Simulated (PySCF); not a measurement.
## Pd⁴⁰⁺ (palladium, charge +40): Hartree-Fock from Schrödinger to Dirac-Coulomb-Breit

Occupied: 1s1/2, 2s1/2, 2p1/2. Hartree-Fock calculated with PySCF 2.14 in an uncontracted even-tempered set (19 s from 6.2 bohr⁻², ratio 2.3; 14 p from 7.4 bohr⁻², ratio 2.3), Gaussian nucleus throughout. NR is non-relativistic, sf-X2C the spin-free one-electron X2C Hamiltonian, X2C adds the bare one-electron spin-orbit term, X2C-SNSO screens it by Boettger's factors, DC is four-component Dirac-Coulomb, and the Gaunt and Breit terms are added at first order (total energies over the DC spinors, levels after relaxing the spinors in that mean field). QED terms are absent. Levels marked empty are virtual spinors of this ion.

```csv
Hamiltonian,E (hartree)
X2C,-3120.7012
X2C-SNSO,-3120.2657
DC,-3121.1563
DC+Gaunt,-3118.9112
DC+Breit,-3119.0276
```

```csv
level (eV),X2C,X2C-SNSO,DC,DC+Gaunt,DC+Breit
1s1/2,-27730.1,-27730.8,-27745.2,-27700.0,-27701.4
2s1/2,-6391.4,-6391.6,-6393.3,-6389.0,-6389.4
2p1/2,-6263.0,-6257.2,-6258.6,-6249.5,-6250.6
2p3/2 (empty),-5878.1,-5880.7,-5880.9,-5876.4,-5877.5
3s1/2 (empty),-2639.7,-2639.8,-2640.2,-2639.0,-2639.1
```

Q: How large are the two-electron picture-change error of X2C and the Breit correction in the total energy?

A: X2C-1e lies 0.4551 hartree above Dirac-Coulomb; Gaunt adds 2.2451 and the full Breit term 2.1287 hartree.

Weight of the small component: 1s1/2 0.0285, 2s1/2 0.00654, 2p1/2 0.00651, 2p3/2 0.00620, 3s1/2 0.00264.

Koopmans' value for the highest occupied level at DC+Breit: 6250.6 eV, against an ionisation energy of 6242 ± 7 eV (semi-empirical (NIST evaluation); NIST Atomic Spectra Database, ionization energies); the former lacks relaxation, correlation, QED and recoil.

The whole ladder took 87 s of wall time on 1 thread of Intel(R) Xeon(R) 6975P-C (shared host), launched as `OMP_NUM_THREADS=1 python relrun2.py TASK.json OUT` (a driver that calls PySCF for each Hamiltonian).

Dirac-Coulomb iterations, started from the X2C spinors:

```
with_ssss True, with_gaunt False, with_breit False
light speed = 137.03599967994
init E= -3111.63013123003
cycle= 1 E= -3121.1562605489  delta_E= -9.53  |g|= 0.755  |ddm|= 0.0492
cycle= 2 E= -3121.15633607336  delta_E= -7.55e-05  |g|= 0.00269  |ddm|= 0.001
cycle= 3 E= -3121.156336079  delta_E= -5.64e-09  |g|= 3.09e-05  |ddm|= 1.8e-05
```
